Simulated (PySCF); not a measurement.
H$_{2}$ClO (SMILES [OH2+]Cl), charge +1, singlet, at a GFN2-xTB geometry; PySCF with DF-HF/aug-cc-pVDZ.

Here is a job for PySCF.
```python
from pyscf import gto, scf

mol = gto.Mole()
mol.atom = '''
    O    -0.049532    1.109915   -0.066432
    H    -0.993339    1.375780    0.070648
    Cl    0.050255   -0.690195   -0.010689
    H     0.535256    1.478225    0.642523
'''
mol.basis = 'aug-cc-pvdz'
mol.charge = 1
mol.spin = 0
mol.verbose = 4
mol.build()

mf = scf.RHF(mol)
mf = mf.density_fit(auxbasis='def2-universal-jkfit')
mf.kernel()
```

It wrote (shortened):

```
PySCF version 2.14.0

[INPUT] verbose = 4
[INPUT] num. atoms = 4
[INPUT] num. electrons = 26
[INPUT] charge = 1
[INPUT] spin (= nelec alpha-beta = 2S) = 0
[INPUT] symmetry False subgroup None
[INPUT] Mole.unit = angstrom
[INPUT] Symbol           X                Y                Z      unit          X                Y                Z       unit  Magmom
[INPUT]  1 O     -0.049532000000   1.109915000000  -0.066432000000 AA   -0.093601914402   2.097435371547  -0.125538285907 Bohr   0.0
[INPUT]  2 H     -0.993339000000   1.375780000000   0.070648000000 AA   -1.877138658849   2.599847407654   0.133505371248 Bohr   0.0
[INPUT]  3 Cl     0.050255000000  -0.690195000000  -0.010689000000 AA    0.094968186390  -1.304279522544  -0.020199282545 Bohr   0.0
[INPUT]  4 H      0.535256000000   1.478225000000   0.642523000000 AA    1.011487246530   2.793440400485   1.214192498734 Bohr   0.0

nuclear repulsion = 56.5433059393272
number of shells = 26
number of NR pGTOs = 107
number of NR cGTOs = 68
basis = aug-cc-pvdz
ecp = {}

******** <class 'pyscf.df.df_jk.DFRHF'> ********
method = DFRHF
initial guess = minao
damping factor = 0
level_shift factor = 0
DIIS = <class 'pyscf.scf.diis.CDIIS'>
diis_start_cycle = 1
diis_space = 8
diis_damp = 0
SCF conv_tol = 1e-09
SCF conv_tol_grad = None
SCF max_cycles = 50
direct_scf = False
Set gradient conv threshold to 3.16228e-05
Initial guess from minao.
******** <class 'pyscf.df.df.DF'> ********
auxbasis = def2-universal-jkfit
init E= -535.514222382829
  HOMO = -0.395365209786174  LUMO = -0.169603761875491  gap/eV = 6.14328
cycle= 1 E= -535.061765135342  delta_E= 0.452  |g|= 0.497  |ddm|= 1.81
  HOMO = -0.753350658932178  LUMO = -0.30435345966098  gap/eV = 12.21784
cycle= 2 E= -535.121460952459  delta_E= -0.0597  |g|= 0.328  |ddm|= 0.68
  HOMO = -0.748687387844675  LUMO = -0.252599588957009  gap/eV = 13.49924
cycle= 3 E= -535.140357851947  delta_E= -0.0189  |g|= 0.049  |ddm|= 0.18
  HOMO = -0.741556120381514  LUMO = -0.239510555460111  gap/eV = 13.66136
cycle= 4 E= -535.141567007488  delta_E= -0.00121  |g|= 0.0215  |ddm|= 0.0635
  HOMO = -0.745769351982271  LUMO = -0.23967515497143  gap/eV = 13.77152
cycle= 5 E= -535.141802582501  delta_E= -0.000236  |g|= 0.00711  |ddm|= 0.0277
  HOMO = -0.746541290912057  LUMO = -0.239733931980409  gap/eV = 13.79093
cycle= 6 E= -535.141852885403  delta_E= -5.03e-05  |g|= 0.00223  |ddm|= 0.0173
  HOMO = -0.746948005101152  LUMO = -0.239901242383738  gap/eV = 13.79745
cycle= 7 E= -535.141857849488  delta_E= -4.96e-06  |g|= 0.000808  |ddm|= 0.00556
  HOMO = -0.746946669856875  LUMO = -0.239888430476312  gap/eV = 13.79776
cycle= 8 E= -535.141858997337  delta_E= -1.15e-06  |g|= 0.000414  |ddm|= 0.00259
  HOMO = -0.746940827994763  LUMO = -0.239894476462274  gap/eV = 13.79743
cycle= 9 E= -535.141859425553  delta_E= -4.28e-07  |g|= 0.000119  |ddm|= 0.00219
  HOMO = -0.746930676053633  LUMO = -0.239887533371094  gap/eV = 13.79735
cycle= 10 E= -535.141859460269  delta_E= -3.47e-08  |g|= 3.45e-05  |ddm|= 0.000665
  HOMO = -0.746934453237472  LUMO = -0.239890808981766  gap/eV = 13.79736
cycle= 11 E= -535.141859462159  delta_E= -1.89e-09  |g|= 8.37e-06  |ddm|= 0.000155
  HOMO = -0.746933045598266  LUMO = -0.239890196271027  gap/eV = 13.79734
cycle= 12 E= -535.141859462227  delta_E= -6.82e-11  |g|= 3.01e-06  |ddm|= 2.09e-05
  HOMO = -0.746933259919353  LUMO = -0.239890053504257  gap/eV = 13.79735
Extra cycle  E= -535.141859462234  delta_E= -6.82e-12  |g|= 1.6e-06  |ddm|= 3.51e-06
converged SCF energy = -535.141859462234
```
